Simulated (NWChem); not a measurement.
Species: C2H4N cation; SMILES CC#[NH+]

```xyz
7

C     -0.0001    -1.2651    -0.0001
C     -0.0001     0.1658    -0.0003
N     -0.0002     1.3120    -0.0009
H     -0.7087    -1.6262    -0.7642
H     -0.3075    -1.6263     0.9957
H      1.0160    -1.6261    -0.2317
H     -0.0003     2.3292    -0.0023
```
Atoms are numbered in this order, from 1.

All runs: NWChem. Pople sets run with spherical d functions. Structure relaxed at the PBE0/def2-SVP level. Level: M06-2X/6-31G* with SMD (1 M gas to 1 M solution), gas-phase geometry. Reactions with the solvent are ignored.

```csv
solvent,dielectric constant,solvation free energy (kcal/mol),cavity-dispersion-structure term (kcal/mol)
water,78.4,-64.7,4.3
"1,4-dioxane",2.21,-37.2,1.0
tetrahydrofuran,7.43,-59.8,0.6
cyclohexane,2.02,-35.2,-0.1
2-propanol,19.3,-64.9,1.3
cyclohexanone,15.6,-64.4,1.0
```
